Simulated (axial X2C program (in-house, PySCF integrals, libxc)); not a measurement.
# Spin–orbit effects down a group: molecules with Te, PBE0

Calculated with an in-house all-electron X2C program for linear molecules (integrals from PySCF), spin-free (one-electron X2C) or two-component (2c: spin–orbit coupling with atomic mean-field Coulomb and Gaunt terms, which also bring small scalar terms), in Dyall basis sets with cores contracted in-house; open shells are unrestricted.

Basis sets: H dyall-v3z, K dyall-cv3z, Li dyall-cv3z, Na dyall-cv3z, Rb dyall-cv3z, Te dyall-cv3z.

| molecule | spin-free state | Re (Å) | ωe (cm⁻¹) | De (eV) | 2c state | Re 2c (Å) | ωe 2c (cm⁻¹) | De 2c (eV) |
| --- | --- | --- | --- | --- | --- | --- | --- | --- |
| TeH | M_S = 1/2, Λ = 1 | 1.659 | 2150.6 | 2.88 | Ω = 3/2 | 1.663 | 2129.6 | 2.86 |
| LiTe | M_S = 1/2, Λ = 1 | 2.484 | 457.7 | 2.54 | Ω = 3/2 | 2.488 | 454.3 | 2.49 |
| NaTe | M_S = 1/2, Λ = 1 | 2.799 | 238.0 | 2.11 | Ω = 3/2 | 2.803 | 235.9 | 2.07 |
| KTe | M_S = 1/2, Λ = 1 | 3.156 | 169.1 | 2.24 | Ω = 3/2 | 3.160 | 167.8 | 2.20 |
| RbTe | M_S = 1/2, Λ = 1 | 3.287 | 125.5 | 2.25 | Ω = 3/2 | 3.291 | 124.6 | 2.20 |

Each entry is the lowest single determinant of a limited PBE0 search at one distance. De goes to single-determinant-based atoms at the same level (for ions the charge split of lowest energy) and is withheld (n/a) where an atom does not fit its ground term or J level. Main or longest-lived isotopes. One determinant is a doubtful description, or other states lie close, for KTe, RbTe; these need not be ground states, and all values refer to the states named. The functionals have no current term, which raises determinants with orbital currents.
